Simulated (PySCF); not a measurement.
## Potential energy of CrSi along the bond

Set-up: PySCF, spin-free X2C with a Gaussian nucleus, basis sets Cr x2c-TZVPPall, Si x2c-TZVPPall. Energies in eV from Cr (3d5 4s1) + Si in their ground configurations at the same level. State: Ms = 2 determinant of mixed spin (⟨S²⟩ near 7.0), unpaired electrons σ ↑, π ↑, δ ↑↑.

All columns are PBE0. A positive dipole means Cr(−)Si(+).

| R (Å) | E (eV) | μ (D) | Mulliken charge on Cr (basis-dependent) | HOMO (eV) | LUMO (eV) | Mayer bond order | ⟨S²⟩ |
| --- | --- | --- | --- | --- | --- | --- | --- |
| 2.084 | -0.995 | -2.80 | 0.26 | -5.27 | -3.08 | 1.86 | 6.75 |
| 2.181 | -1.285 | -2.88 | 0.24 | -5.24 | -3.01 | 1.70 | 6.84 |
| 2.278 | -1.441 | -2.90 | 0.23 | -5.18 | -2.96 | 1.55 | 6.92 |
| 2.350 | -1.495 | -2.89 | 0.22 | -5.14 | -2.93 | 1.45 | 6.97 |
| 2.423 | -1.508 | -2.87 | 0.21 | -5.12 | -2.91 | 1.36 | 7.01 |
| 2.496 | -1.491 | -2.82 | 0.20 | -5.11 | -2.91 | 1.27 | 7.05 |
| 2.593 | -1.435 | -2.73 | 0.19 | -5.10 | -2.91 | 1.17 | 7.10 |
| 2.714 | -1.329 | -2.59 | 0.18 | -5.11 | -2.92 | 1.05 | 7.16 |
| 2.859 | -1.175 | -2.38 | 0.16 | -5.14 | -2.95 | 0.93 | 7.23 |
| 3.053 | -0.957 | -2.07 | 0.13 | -5.20 | -3.00 | 0.78 | 7.33 |

A fit through these points gives, at Re = 2.415 Å, μ = -2.87 D and dμ/dR = 0.510 D/Å; the reduced mass is 18.18 u.

Task: How strong is the fundamental in the double-harmonic approximation, I = 42.26·(dμ/dR)²/μred km/mol?

Result: I = 42.26·(0.510)²/18.18 = 0.605 km/mol at PBE0.

The metal atom is held in its measured ground configuration; semilocal functionals can put another filling of s and d lower by some tenths of an eV, and De to that atom would be smaller. ⟨S²⟩ of the unrestricted solution departs from its pure value on part of the curve, where spin states mix. With d or f electrons several states lie close, and the lowest PBE0 determinant need not be the measured ground state.
